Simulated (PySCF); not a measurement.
## Bond length, frequency and bond energy of CaAl by level of theory

State: ²Π (doublet), unpaired electrons π ↑. Set-up: Ca def2-SVP, Al def2-SVP; no relativity (PySCF 2.14). De refers to Ca + Al in their high-spin ground configurations, without counterpoise correction. The functionals are run spin-unrestricted. A positive dipole means Ca(−)Al(+). Levels whose curve was spin-contaminated or gave no clean fit are not listed.

```tsv
Level	Re (Å)	ωe (cm⁻¹)	De (eV)	μ (D)	CPU s a point (SCF and correlation, without the integrals)
ROHF-MP2	3.349	128	0.270	n/a	0.083
ROHF-SCS-MP2	3.404	114	0.208	n/a	n/a
ROHF-CCSD	3.353	131	0.248	n/a	n/a
ROHF-CCSD(T)	3.288	149	0.326	n/a	1.5
PBE	3.139	191	0.80	-2.58	0.54
PBEsol	3.111	197	0.89	-2.61	0.39
BLYP	3.180	176	0.57	-2.19	0.37
```

Question: Which functional lies closest to ROHF-CCSD(T) in De, which farthest, and by how much do they differ from it?

Answer: Closest is BLYP (-10.8 pm in Re, +18.1 % in ωe, +0.24 eV in De against ROHF-CCSD(T) in the same basis), farthest PBEsol (-17.7 pm in Re, +32.2 % in ωe, +0.56 eV in De). CCSD(T) converges more slowly with the basis than the functionals do and binds too weakly in this one, so the order can change at the basis-set limit.

Question: What does the triples do here, going from ROHF-CCSD to ROHF-CCSD(T)?

Answer: ROHF-CCSD(T) less ROHF-CCSD: -6.5 pm in Re, +13.7 % in ωe, +0.08 eV in De. Correlation nearly always deepens the well. The bond shortens, as in weak, metallic or heavy-atom bonds, where dispersion and the correlation of outer-core electrons pull the atoms together.

Correlated steps freeze 10 core orbitals. The bond is weak. Basis-set superposition, not corrected here, can be much of De in a small basis, most of all at correlated wavefunction levels. Functionals without a dispersion term scatter widely for such bonds, and LDA overbinds them. The state is the lowest determinant that a PBE0 search found; another state may lie lower at other levels.

The whole job (state search and all levels along the bond) took about 1.5 min on 1 thread of Arm Neoverse V2 (shared host), peak memory 0.5 GiB.
